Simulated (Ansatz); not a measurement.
`C=[C]1[AlH][SiH2]1` at its PBE0-D4/def2-TZVP geometry, where that method's forces vanish. Total charge 0; spin multiplicity 1.

```json
{"atom": "C1", "x (Å)": "-1.052", "y (Å)": "0.998", "z (Å)": "-0.791"}
{"atom": "C2", "x (Å)": "-0.026", "y (Å)": "0.455", "z (Å)": "-0.131"}
{"atom": "Al3", "x (Å)": "0.476", "y (Å)": "0.109", "z (Å)": "1.701"}
{"atom": "Si4", "x (Å)": "0.857", "y (Å)": "-1.219", "z (Å)": "-0.204"}
{"atom": "H5", "x (Å)": "-1.463", "y (Å)": "0.565", "z (Å)": "-1.705"}
{"atom": "H6", "x (Å)": "-1.541", "y (Å)": "1.911", "z (Å)": "-0.453"}
{"atom": "H7", "x (Å)": "0.325", "y (Å)": "0.647", "z (Å)": "3.183"}
{"atom": "H8", "x (Å)": "2.225", "y (Å)": "-1.058", "z (Å)": "-0.777"}
{"atom": "H9", "x (Å)": "0.199", "y (Å)": "-2.408", "z (Å)": "-0.822"}
```

For each bond, give half the difference of the two atoms' forces along it (eV/Å; positive pushes the atoms apart) under PBE-D4, r2SCAN-D4, B3LYP-D4, ωB97M-V in def2-TZVPP. (An estimate is asked.)

Computed: 
| bond | length (Å) | PBE-D4 | r2SCAN-D4 | B3LYP-D4 | ωB97M-V |
| --- | --- | --- | --- | --- | --- |
| C1–C2 | 1.335 | 0.35 | 0.23 | 0.06 | -0.06 |
| C1–H5 | 1.091 | 0.04 | -0.06 | -0.06 | -0.05 |
| C1–H6 | 1.090 | 0.02 | -0.06 | -0.07 | -0.04 |
| C2–Al3 | 1.931 | -0.05 | -0.08 | 0.05 | 0.07 |
| C2–Si4 | 1.894 | -0.07 | -0.05 | 0.10 | 0.14 |
| Al3–Si4 | 2.353 | 0.06 | 0.03 | 0.16 | 0.13 |
| Al3–H7 | 1.584 | 0.02 | -0.02 | -0.12 | -0.16 |
| Si4–H8 | 1.492 | 0.09 | -0.01 | -0.10 | -0.14 |
| Si4–H9 | 1.493 | 0.06 | -0.02 | -0.09 | -0.12 |

B3LYP here is the variant with VWN-RPA as its local correlation; programs differ in this.
